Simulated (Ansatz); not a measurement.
Cost and result for the atomization energy of C₂H₇NSn (`C[C](=N)[SnH3]`) (11 atoms, 10 bonds).

Z-matrix (Å, degrees):
```
C
C 1 1.495
H 1 1.095 2 110.4
H 1 1.092 2 110.3 3 -121.1
H 1 1.095 2 110.4 3 117.8
N 2 1.265 1 119.5 3 121.1
Sn 2 2.181 1 117.6 3 -58.9
H 6 1.020 2 112.8 1 -180.0
H 7 1.708 2 111.2 1 -60.6
H 7 1.708 2 111.2 1 60.6
H 7 1.710 2 105.6 1 180.0
```

Total charge 0; spin multiplicity 1. Correlated methods include outer-core shells of Sn, which these sets cover unevenly. Sn: def2 effective core potential. The structure was optimised at the PBE0-D4/def2-TZVP level. It is one conformer, not always the lowest. Program: Ansatz. All runs use 4 threads of an Arm Neoverse V2 on a shared host. Times are those of one run each, without the atoms' runs, and a repeat can differ threefold. Electronic energies, without spin–orbit coupling; frozen cores. CCSD(T)/CBS adds CCSD(T) − MP2 in def2-TZVPP to the MP2 limit, and its time is that of the two runs behind it. T1 = 0.014. With those shells the extrapolation isn't a true limit. B3LYP takes the VWN-RPA correlation (the form of Gaussian; ORCA's B3LYP/G).

CCSD(T)/CBS is a level of theory with its own doubt, some kJ/mol a heavy atom from the limit and from the frozen cores, so smaller differences don't rank the functionals.

| level | functions | wall time |
| --- | --- | --- |
| PBE-D4/def2-TZVPP (with forces) | 241 | 2 s |
| PBE0-D4/def2-TZVPP | 241 | 2.1 s |
| B3LYP-D4/def2-TZVPP (with forces) | 241 | 3.7 s |
| r2SCAN-D4/def2-TZVPP (with forces) | 241 | 3.9 s |
| B2PLYP/def2-TZVPP | 241 | 4.4 s |
| ωB97X-V/def2-TZVPP | 241 | 6.5 s |
| ωB97M-V/def2-TZVPP (with forces) | 241 | 9 s |
| MP2/def2-QZVPP | 463 | 17 s |
| CCSD(T)/def2-TZVPP | 241 | 2.4 min |
| CCSD(T)/CBS(def2) | – | 2.7 min |

Question: What atomization energy does each give, and how far from CCSD(T)/CBS? (Estimate.)

Answer: The calculation gave: 
| level | atomization (kcal/mol) | difference from CCSD(T)/CBS | per bond |
| --- | --- | --- | --- |
| PBE-D4/def2-TZVPP (with forces) | 898.4 | 15.1 | 1.5 |
| PBE0-D4/def2-TZVPP | 881.2 | -2.1 | -0.2 |
| B3LYP-D4/def2-TZVPP (with forces) | 883.3 | 0.0 | 0.0 |
| r2SCAN-D4/def2-TZVPP (with forces) | 879.4 | -3.9 | -0.4 |
| B2PLYP/def2-TZVPP | 870.8 | -12.5 | -1.2 |
| ωB97X-V/def2-TZVPP | 886.0 | 2.7 | 0.3 |
| ωB97M-V/def2-TZVPP (with forces) | 883.0 | -0.3 | 0.0 |
| MP2/def2-QZVPP | 874.3 | -9.0 | -0.9 |
| CCSD(T)/def2-TZVPP | 860.7 | -22.6 | -2.3 |
| CCSD(T)/CBS(def2) | 883.3 | 0.0 | 0.0 |

The D4 term adds +8.3 kcal/mol with B3LYP and +4.3 kcal/mol with PBE0; it sums over pairs of atoms, weighted by their polarisabilities, and B3LYP, whose exchange is more repulsive, gets the larger term. From PBE to PBE0 (25 % exact exchange), in def2-TZVPP and without D4, the atomization energy moves by −16.4 kcal/mol: exact exchange takes away binding that semilocal exchange gives to molecules. In def2-TZVPP, CCSD(T) changes the Hartree–Fock value by +242.7 kcal/mol (the triples alone add +14.4 kcal/mol) and MP2 by +242.8 kcal/mol; breaking electron pairs costs correlation energy, which Hartree–Fock lacks.

Spin–orbit coupling would lower the free Sn atoms strongly, and the atomization energy with them, by more than many differences here. For some Ge, Se and Sn compounds the MP2-based and the directly extrapolated limit differ by 10 to 25 kJ/mol.
